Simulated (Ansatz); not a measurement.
Ansatz (a quantum-chemistry and plane-wave program) input for HNSi, SMILES N#[SiH], ωB97X-V/def2-TZVPD. Geometry: B3LYP-D3(BJ)/def2-TZVPD.

Ansatz 0.2 input:
```yaml
crystal:
  periodic: [false, false, false]
  atoms:
    - {symbol: H, position_ang: [0.00000000, 0.00000000, -1.91201245]}
    - {symbol: Si, position_ang: [0.00000000, 0.00000000, -0.42891715]}
    - {symbol: N, position_ang: [0.00000000, 0.00000000, 1.13097893]}
basis:
  gaussian:
    orbitals: def2-TZVPD
hamiltonian:
  xc: {name: wB97X-V}
```

Log of the run:

```
WARN ansatz: RAYON_NUM_THREADS=1 ignored (pool sized by the plan → 1); use --threads N
Functional definition: wB97X-V
integrals: 0.03 GiB planned
514 factors; their error is unknown
integrals: 0.06 GiB planned
145 factors; integrals over basis functions are off by at most 1.3e-4 eV
mean field: 0.27 GiB planned
mean field evaluation 1: about -9366.7151 eV, gradient 7.1e1 eV
mean field evaluation 2: about -9302.9140 eV, gradient 1.5e2 eV
mean field evaluation 4: about -9378.7032 eV, gradient 1.4e0 eV
mean field evaluation 8: about -9378.7195 eV, gradient 1.2e-1 eV
mean field evaluation 16: about -9378.7255 eV, gradient 1.1e-5 eV
mean field -9378.72552871 eV, -344.6618060515 hartree, gradient 1.1e-5 eV, S^2 0.000000; 0 other end points of the search recorded, 0 dependent functions left out
reference -9378.72552717 eV, -344.6618059951 hartree; 11, 11 occupied and 78, 78 virtual orbitals, 514 factors
Total energy: -9378.72552717 eV, -344.6618059951 hartree
```

Self-consistency was reached.

Cost: around 1.5 core-seconds (rough).
